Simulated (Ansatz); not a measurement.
`BO[SiH]([SiH3])Cl` + H–F → `BF` + `O[SiH]([SiH3])Cl`  (ligand exchange at a B–O bond)

Computed with Ansatz on PBE0-D4/def2-TZVP structures; ΔE is electronic, products minus reactants. CCSD(T)/CBS is the MP2 limit (def2-TZVPP, def2-QZVPP) plus CCSD(T) − MP2 in def2-TZVPP, frozen cores. This one scheme is used for every species. Functionals use def2-TZVPP. One conformer a species, not always the lowest.

Q: Is it downhill or uphill in electronic energy at CCSD(T)/CBS, and by how much? (An estimate is asked.)

A: Ansatz gave: Downhill: ΔE = -6.5 kJ/mol.

Q: What do these levels give: ωB97X-V, ωB97M-V, PBE0, MP2/def2-QZVPP, HF/CBS(def2), CCSD/CBS(def2)? (An estimate is asked.)

A: The calculation gave: ωB97X-V -14.1, ωB97M-V -13.0, PBE0 -13.8, MP2/def2-QZVPP -5.8, HF/CBS(def2) -19.2, CCSD/CBS(def2) -7.8 kJ/mol.

Largest T1 diagnostic among the species: 0.013.

The D4 term adds +6.3 kJ/mol with B3LYP and +3.7 kJ/mol with PBE0; it sums over pairs of atoms, weighted by their polarisabilities, and B3LYP, whose exchange is more repulsive, gets the larger term. In def2-TZVPP, CCSD(T) changes the Hartree–Fock value by +11.0 kJ/mol (the triples alone add +1.3 kJ/mol) and MP2 by +12.5 kJ/mol.

B3LYP here is the variant with VWN-RPA as its local correlation; programs differ in this.
